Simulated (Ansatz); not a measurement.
Consider the redistribution: `[OH][Al]([OH])[SiH3]` + `CNB(F)F` → `FB(F)N[SiH3]` + `[CH3][Al]([OH])[OH]`.

Gas-phase electronic energies from Ansatz, PBE0-D4/def2-TZVP geometries. CCSD(T)/CBS adds triple-zeta CCSD(T) − MP2 to the extrapolated MP2 energy (def2 sets, frozen cores). DFT in def2-TZVPP. HSE06 is defined as in plane-wave codes. Each species was taken in one conformer, which may not be the lowest.

`[OH][Al]([OH])[SiH3]`:

Cartesian coordinates in Å:
```
O -2.062 -0.478 -0.141
Al -0.575 0.162 0.356
O -0.396 1.215 1.671
Si 1.426 -0.442 -0.889
H -2.915 -0.311 0.255
H -1.088 1.545 2.239
H 1.884 0.703 -1.726
H 1.184 -1.598 -1.794
H 2.543 -0.797 0.029
```

`CNB(F)F`:

```xyz
9

C     0.843   -0.721   -0.332
N     0.181    0.368    0.347
B    -1.162    0.710    0.231
F    -1.992    0.028   -0.555
F    -1.666    1.741    0.909
H     1.259   -1.443    0.376
H     0.123   -1.243   -0.961
H     1.654   -0.362   -0.973
H     0.759    0.921    0.957
```

`FB(F)N[SiH3]`:

Cartesian coordinates in Å:
```
F -2.228 -0.150 1.610
B -1.268 0.313 0.819
F -1.292 1.609 0.520
N -0.258 -0.514 0.308
Si 1.054 -0.030 -0.737
H -0.302 -1.484 0.578
H 1.821 -1.264 -1.041
H 0.537 0.566 -1.992
H 1.936 0.955 -0.065
```

`[CH3][Al]([OH])[OH]`:

Cartesian coordinates in Å:
```
C -0.061 -0.825 -1.272
Al 0.009 0.225 0.350
O 1.359 1.220 0.617
O -1.275 0.122 1.456
H 0.755 -1.552 -1.301
H -1.003 -1.370 -1.358
H 0.050 -0.190 -2.155
H 1.498 1.774 1.381
H -1.332 0.595 2.283
```

```tsv
species	HSE06-D4 energy (Eh)
`[OH][Al]([OH])[SiH3]`	-685.16103
`CNB(F)F`	-319.75811
`FB(F)N[SiH3]`	-571.08036
`[CH3][Al]([OH])[OH]`	-433.87660
```

Problem. Work out ΔE.

Solution. ΔE = (-571.08036) + (-433.87660) − (-685.16103) − (-319.75811) = -0.03782 Eh = -99.3 kJ/mol. CCSD(T)/CBS gives -116.1 kJ/mol.

Largest T1 diagnostic among the species: 0.013.

From PBE to PBE0 (25 % exact exchange), in def2-TZVPP and without D4, ΔE moves by −6.0 kJ/mol. Leaving LDA and LC-ωPBE aside and taking each functional with its dispersion term where it has one, the values, not all of them listed here, spread over 27.0 kJ/mol, from ωB97M-V to PBE-D4. At CCSD(T), def2-SVP lies +23.5 kJ/mol from the extrapolated value and def2-TZVPP +2.8 kJ/mol.
